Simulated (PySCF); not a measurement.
An unknown is described by computed data only.

Formula: C5H9ClSi.

- 13C NMR: chemical shifts (computed TMS as zero) by class: 145.5 (1 C), 141.6 (1 C), 54.6 (1 C), 34.0 (1 C), 15.4 (1 C) ppm [GIAO PBE0/pcSseg-1]
- Triplet: lowest triplet excitation (Tamm–Dancoff): 4.26 eV [TDA CAM-B3LYP/def2-SVPD]
- 1H NMR: chemical shifts (computed TMS as zero) by class: 6.33 (1 H), 5.92 (1 H), 4.54 (1 H), 4.12 (1 H), 3.71 (1 H), 3.64 (1 H), 2.16 (1 H), 1.87 (1 H), 1.50 (1 H) ppm [GIAO PBE0/pcSseg-1]
- Polarisability: 95.1 au [CAM-B3LYP/def2-SVPD]
- Rotational structure: rotational constants A, B, C: 2.595, 1.382, 1.323 GHz [PBE0-D3(BJ)/def2-SVP]
- NMR, other nuclei: isotropic shieldings of nuclei other than C and H, by class: 377 (1 Si), 871 (1 Cl) ppm [GIAO PBE0/pcSseg-1]

Gas-phase values; electronic properties from PySCF, density fitting. Levels stand in brackets. One conformer (not necessarily the lowest) at the PBE0-D3(BJ)/def2-SVP geometry, without solvent, vibrations or thermal averaging. NMR values are class means; diastereotopic atoms form classes of their own.

**Question.** Give a SMILES that accounts for the data.

**Answer.** Numbering: `[Cl:1][CH2:2][C@H:3]1[CH:4]=[CH:5][CH2:6][SiH2:7]1`. Its formula, C5H9ClSi, gives 2 degrees of unsaturation: 1 ring and 1 π bond in the structure found. 5 carbons fall into 5 classes; from least to most shielded: alkene CH carbon [C5] (145.5 ppm), alkene CH carbon [C4] (141.6 ppm), sp3 C–Cl carbon [C2] (54.6 ppm), ring sp3 carbon bound to silicon [C3] (34.0 ppm), ring sp3 carbon bound to silicon [C6] (15.4 ppm). Hydrogen classes from least to most shielded: 1 H on an alkene CH carbon, C5 (6.33 ppm), 1 H on an alkene CH carbon, C4 (5.92 ppm), 1 H on an SiH2 silicon, Si7 (4.54 ppm), 1 H on an SiH2 silicon, Si7 (4.12 ppm), 1 H on an sp3 C–Cl carbon, C2 (3.71 ppm), 1 H on an sp3 C–Cl carbon, C2 (3.64 ppm), 1 H on an sp3 carbon bound to silicon, C3 (2.16 ppm), 1 H on an sp3 carbon bound to silicon, C6 (1.87 ppm), 1 H on an sp3 carbon bound to silicon, C6 (1.50 ppm). The other shieldings belong to: 377 ppm, SiH2 silicon [Si7]; 871 ppm, alkyl chlorine [Cl1]. The optimised geometry has point group C1 and is an asymmetric top. Structure: `[C@@H]1(C=CC[SiH2]1)CCl`. The assignments are read from this structure; whether some other isomer fits the data as well wasn't checked. The mirror image fits equally.
